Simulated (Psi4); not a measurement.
HClSi, singlet (typed; the unrestricted solution is spin-contaminated), at a GFN2-xTB geometry, with bond 3-1 at 3.0 times its length; HF/6-31G in Psi4.

Here is a job for Psi4.
```
memory 2 GB

molecule {
0 1
  Si    0.79363529   -0.21555453    0.71731260
  H     1.84239167   -0.41540957   -0.31289751
  Cl   -3.87314452    1.03696314   -3.15159207
}

set basis 6-31g
set reference uhf
set stability_analysis follow
set scf_type pk

energy('scf')
print_variables()
```

Q: Write the output that Psi4 gives for this input, abridged.

A: 
```
   => Loading Basis Set <=

    Name: 6-31G
    Role: ORBITAL
    Keyword: BASIS

         ---------------------------------------------------------
                                   SCF
               by Justin Turney, Rob Parrish, Andy Simmonett
                          and Daniel G. A. Smith
                              UHF Reference
         ---------------------------------------------------------

  ==> Geometry <==

    Molecular point group: cs
    Full point group: Cs

    Geometry (in Angstrom), charge = 0, multiplicity = 1:

       Center              X                  Y                   Z               Mass
    ------------   -----------------  -----------------  -----------------  -----------------
         SI          -2.623736087313     2.133558349574     0.000000000000    27.976926534650
         H           -3.690494440014     1.102446585849     0.000000000000     1.007825032230
         CL           2.205489700802    -1.738732437757     0.000000000000    34.968852682000

  Running in cs symmetry.

  Rotational constants: A =      8.01806  B =      0.02770  C =      0.02760 [cm^-1]
  Rotational constants: A = 240375.50753  B =    830.38631  C =    827.52758 [MHz]
  Nuclear repulsion =   26.714399764861803

  Charge       = 0
  Multiplicity = 1
  Electrons    = 32
  Nalpha       = 16
  Nbeta        = 16

  ==> Algorithm <==

  SCF Algorithm Type is PK.
  DIIS enabled.
  MOM disabled.
  Fractional occupation disabled.
  Guess Type is SAD.
  Energy threshold   = 1.00e-06
  Density threshold  = 1.00e-06
  Integral threshold = 1.00e-12

  ==> Primary Basis <==

  Basis Set: 6-31G
    Blend: 6-31G
    Number of shells: 16
    Number of basis functions: 28
    Number of Cartesian functions: 28
    Spherical Harmonics?: false
    Max angular momentum: 1

  ==> Integral Setup <==

  Using in-core PK algorithm.
   Calculation information:
      Number of atoms:                   3
      Number of AO shells:              16
      Number of primitives:             56
      Number of atomic orbitals:        28
      Number of basis functions:        28

      Integral cutoff                 1.00e-12
      Number of threads:                 1

  Performing in-core PK
  Using 165242 doubles for integral storage.
  We computed 5578 shell quartets total.
  Whereas there are 9316 unique shell quartets.

  ==> DiskJK: Disk-Based J/K Matrices <==

    J tasked:                  Yes
    K tasked:                  Yes
    wK tasked:                  No
    Schwarz Cutoff:          1E-12

  Minimum eigenvalue in the overlap matrix is 7.4309117302E-02.
  Reciprocal condition number of the overlap matrix is 2.4879312704E-02.
    Using symmetric orthogonalization.

  ==> Pre-Iterations <==

  SCF Guess: Superposition of Atomic Densities via on-the-fly atomic UHF (no occupation information).

   -------------------------
    Irrep   Nso     Nmo
   -------------------------
     A'        22      22
     A"         6       6
   -------------------------
    Total      28      28
   -------------------------

  ==> Iterations <==

                        Total Energy        Delta E     RMS |[F,P]|

   @UHF iter SAD:  -747.89924286879545   -7.47899e+02   0.00000e+00
   @UHF iter   1:  -748.65929280872251   -7.60050e-01   1.25768e-02 ADIIS/DIIS
   @UHF iter   2:  -745.24146468488857    3.41783e+00   4.24714e-02 ADIIS/DIIS
   @UHF iter   3:  -748.71590648194888   -3.47444e+00   4.79463e-03 ADIIS/DIIS
   @UHF iter   4:  -748.72599308635745   -1.00866e-02   1.48505e-03 ADIIS/DIIS
   @UHF iter   5:  -748.72750917719009   -1.51609e-03   4.06053e-04 ADIIS/DIIS
   @UHF iter   6:  -748.72859665598287   -1.08748e-03   4.06535e-04 ADIIS/DIIS
   @UHF iter   7:  -748.72675263299334    1.84402e-03   4.05183e-04 ADIIS/DIIS
   @UHF iter   8:  -748.72684252159820   -8.98886e-05   1.37893e-04 ADIIS/DIIS
   @UHF iter   9:  -748.72689529536365   -5.27738e-05   1.28277e-04 ADIIS/DIIS
   @UHF iter  10:  -748.72676806787604    1.27227e-04   2.81774e-04 ADIIS/DIIS
   @UHF iter  11:  -748.72672338161829    4.46863e-05   2.72476e-05 DIIS
   @UHF iter  12:  -748.72672475117270   -1.36955e-06   2.31414e-05 DIIS
   @UHF iter  13:  -748.72672505098944   -2.99817e-07   1.88673e-05 DIIS
   @UHF iter  14:  -748.72672294623760    2.10475e-06   1.60546e-05 DIIS
   @UHF iter  15:  -748.72672301832699   -7.20894e-08   3.47977e-06 DIIS
   @UHF iter  16:  -748.72672298083683    3.74902e-08   1.18714e-06 DIIS
   @UHF iter  17:  -748.72672298014754    6.89283e-10   2.75776e-08 DIIS
  Energy and wave function converged.

    Negative totally symmetric eigenvalue detected: -0.050541
    Wavefunction unstable!
    Lowest UHF->UHF stability eigenvalues:
      Ap -0.050541      App -0.049159

    Rotating orbitals by 0.5 * pi / 2 radians along unstable eigenvector.
    Running SCF again with the rotated orbitals.
   @UHF iter  18:  -748.37427147759968   -7.48374e+02   2.13806e-02 ADIIS/DIIS
   @UHF iter  19:  -748.56276749046776   -1.88496e-01   2.01402e-02 ADIIS/DIIS
   @UHF iter  20:  -748.70915383973500   -1.46386e-01   6.80895e-03 ADIIS/DIIS
   @UHF iter  21:  -748.73066775321797   -2.15139e-02   1.29831e-03 ADIIS/DIIS
   @UHF iter  22:  -748.73288905700224   -2.22130e-03   5.20873e-04 ADIIS/DIIS
   @UHF iter  23:  -748.73290089686452   -1.18399e-05   5.24731e-04 ADIIS/DIIS
   @UHF iter  24:  -748.73212385612965    7.77041e-04   4.87317e-04 ADIIS/DIIS
   @UHF iter  25:  -748.73211999193563    3.86419e-06   5.25960e-05 DIIS
   @UHF iter  26:  -748.73212241426597   -2.42233e-06   4.04202e-05 DIIS
   @UHF iter  27:  -748.73212356792294   -1.15366e-06   2.88346e-05 DIIS
   @UHF iter  28:  -748.73212416411127   -5.96188e-07   1.13473e-05 DIIS
   @UHF iter  29:  -748.73212401275259    1.51359e-07   1.64950e-05 DIIS
   @UHF iter  30:  -748.73212268341763    1.32933e-06   9.64443e-06 DIIS
   @UHF iter  31:  -748.73212267184078    1.15768e-08   2.38389e-06 DIIS
   @UHF iter  32:  -748.73212267527856   -3.43778e-09   1.30132e-06 DIIS
   @UHF iter  33:  -748.73212267880388   -3.52532e-09   9.46953e-07 DIIS
    Negative totally symmetric eigenvalue detected: -0.134224
    Wavefunction unstable!
    Lowest UHF->UHF stability eigenvalues:
      Ap -0.134224      App -0.013632

    Rotating orbitals by 0.5 * pi / 2 radians along unstable eigenvector.
    There's still a negative eigenvalue. Try modifying FOLLOW_STEP_SCALE
    or increasing MAX_ATTEMPTS (not available for PK integrals).

  ==> Post-Iterations <==

   @Spin Contamination Metric:   4.502881416E-01
   @S^2 Expected:                0.000000000E+00
   @S^2 Observed:                4.502881416E-01
   @S   Expected:                0.000000000E+00
   @S   Observed:                0.000000000E+00

    Orbital Energies [Eh]
    ---------------------

    Alpha Occupied:

       1Ap  -104.620639     2Ap   -69.019437     3Ap   -10.353655
       4Ap    -7.821365     1App   -7.820227     5Ap    -7.820224
       6Ap    -6.371023     2App   -4.470293     7Ap    -4.469490
       8Ap    -4.468447     9Ap    -0.852167    10Ap    -0.809863
      11Ap    -0.527912     3App   -0.271079    12Ap    -0.271058
      13Ap    -0.242678

    Alpha Virtual:

      14Ap    -0.148815     4App   -0.136691    15Ap     0.077563
      16Ap     0.157036    17Ap     0.257568     5App    0.263505
      18Ap     0.270669    19Ap     0.694119    20Ap     0.794932
       6App    0.795626    21Ap     0.795750    22Ap     1.055954

    Beta Occupied:

       1Ap  -104.620605     2Ap   -69.019544     3Ap   -10.353624
       4Ap    -7.821181     1App   -7.820215     5Ap    -7.820212
       6Ap    -6.371161     2App   -4.470349     7Ap    -4.469984
       8Ap    -4.468510     9Ap    -0.851484    10Ap    -0.810696
      11Ap    -0.528352     3App   -0.270897    12Ap    -0.270868
      13Ap    -0.238480

    Beta Virtual:

      14Ap    -0.153004     4App   -0.136964    15Ap     0.077422
      16Ap     0.156968    17Ap     0.257583     5App    0.263367
      18Ap     0.269396    19Ap     0.694359    20Ap     0.795438
       6App    0.795698    21Ap     0.795771    22Ap     1.056014

    Final Occupation by Irrep:
             Ap   App
    DOCC [    13,    3 ]
    SOCC [     0,    0 ]
    NA   [    13,    3 ]
    NB   [    13,    3 ]

  @UHF Final Energy:  -748.73212267880388

   => Energetics <=

    Nuclear Repulsion Energy =             26.7143997648618026
    One-Electron Energy =               -1090.4771832205140072
    Two-Electron Energy =                 315.0306607768484355
    Total Energy =                       -748.7321226788037620

  UHF NO Occupations:
  HONO-2 :    3App 1.9999991
  HONO-1 :   12 Ap 1.9999968
  HONO-0 :   13 Ap 1.7850700
  LUNO+0 :   14 Ap 0.2149300
  LUNO+1 :   15 Ap 0.0000032
  LUNO+2 :    4App 0.0000009
  LUNO+3 :   16 Ap 0.0000007

Computation Completed

Properties will be evaluated at   0.000000,   0.000000,   0.000000 [a0]

Properties computed using the SCF density matrix

 Multipole Moments:

 ------------------------------------------------------------------------------------
     Multipole            Electronic (a.u.)      Nuclear  (a.u.)        Total (a.u.)
 ------------------------------------------------------------------------------------

 L = 1.  Multiply by 2.5417464519 to convert [e a0] to [Debye]
 Dipole X            :         -1.8139346           -5.5359050           -7.3498396
 Dipole Y            :          2.7203429            2.6717175            5.3920605
 Dipole Z            :          0.0000000            0.0000000            0.0000000
 Magnitude           :                                                    9.1156162

 ------------------------------------------------------------------------------------

  Variable Map:
  ----------------------------------------------------------------------------
  "CURRENT ENERGY"           =>    -748.732122678804
  "CURRENT REFERENCE ENERGY" =>    -748.732122678804
  "DD SOLVATION ENERGY"      =>       0.000000000000
  "HF KINETIC ENERGY"        =>     748.753980570160
  "HF POTENTIAL ENERGY"      =>   -1497.486103248964
  "HF TOTAL ENERGY"          =>    -748.732122678804
  "HF VIRIAL RATIO"          =>       1.999970807646
  "NUCLEAR REPULSION ENERGY" =>      26.714399764862
  "ONE-ELECTRON ENERGY"      =>   -1090.477183220514
  "PCM POLARIZATION ENERGY"  =>       0.000000000000
  "PE ENERGY"                =>       0.000000000000
  "SCF ITERATION ENERGY"     =>    -748.732122678804
  "SCF ITERATIONS"           =>      33.000000000000
  "SCF TOTAL ENERGY"         =>    -748.732122678804
  "TWO-ELECTRON ENERGY"      =>     315.030660776848
```

Convergence was not reached.
